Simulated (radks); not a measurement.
Q: Numerical settings for neutral strontium, [Kr] 5s2. Calculated with a radial shooting solver on a logarithmic mesh with Libxc functionals: scalar-relativistic Kohn-Sham, r2SCAN, spin-polarised, spherical densities, finite nucleus; meta-GGA in the generalised Kohn-Sham scheme; Fermi nuclear charge, rms radius 4.224 fm. The defaults (mesh step 0.008 in ln r, mesh end at 40 bohr or more with all orbitals vanishing there, Anderson mixing 0.5 over 9 steps, residual threshold near 1e-9 with the energy settled to 1e-9 hartree or 1e-11 of itself, here a cap of 76 iterations) give E = -3179.983 hartree and 5s at -3.580 eV in 13 iterations. Run on one thread of a shared host, so times are rough (Arm Neoverse N1): 0.25 s of CPU time, 0.25 s wall, 13 iterations on 2437 mesh points. One setting is changed at a time: mesh step in ln r 0.05; mesh step in ln r 0.2; mesh step in ln r 0.012; mesh end (bohr) 12; mesh end (bohr) 3; residual threshold 1e-05; residual threshold 0.1; mixing 1.5; linear mixing, mixing 0.8; linear mixing, mixing 0.5; mixing history 3; iteration cap 3. Which runs fail to converge, and which converge to a wrong energy?

A: Not converged within the cap: mesh step in ln r 0.2; linear mixing, mixing 0.8; iteration cap 3. Settled on a wrong energy, with an occupied level pushed above zero by the early mesh end: mesh end (bohr) 3 (+3.5 hartree). Apart from these: no run marked as converged misses the energy by more than 1 mhartree.
